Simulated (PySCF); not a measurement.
Gas-phase reaction: 2 SiF3NH2 + SiH2F2 + 4 NH2 ⇌ 2 SiF4.NH3 + Si(NH2)4

Method: PySCF energies plus ideal-gas RRHO corrections (1 bar). † marks an energy on the PBE0/def2-TZVP geometry and frequencies; other levels use their own. 6-31G* has spherical d functions here. Open shells (unrestricted): NH2 (multiplicity 2); the rest are closed-shell singlets. B3LYP is the form with VWN-RPA correlation. Adducts (SiF4.NH3) have no counterpoise correction, and HF, PBE, BLYP, B3LYP and PBE0 lack dispersion. SiF3NH2, SiF4.NH3, Si(NH2)4: computed as isolated molecules; such fragments, hydroxides, amides, oligomers or adducts are transient or little studied in the gas.

PBE0/def2-SVP† gives ΔH°(298 K) = -1106 kJ.

**Question.** What do r2SCAN/def2-TZVP†, HF/6-31G*, B3LYP/def2-TZVP† give?

**Answer.** r2SCAN/def2-TZVP†: -1035 kJ; HF/6-31G*: -675 kJ; B3LYP/def2-TZVP†: -980 kJ. For scale, ΔH°(298 K) is -1106 kJ at this level, -1094 kJ at ωB97M-V/def2-TZVP†, and runs from -1366 to -662 kJ over the 18 levels computed.
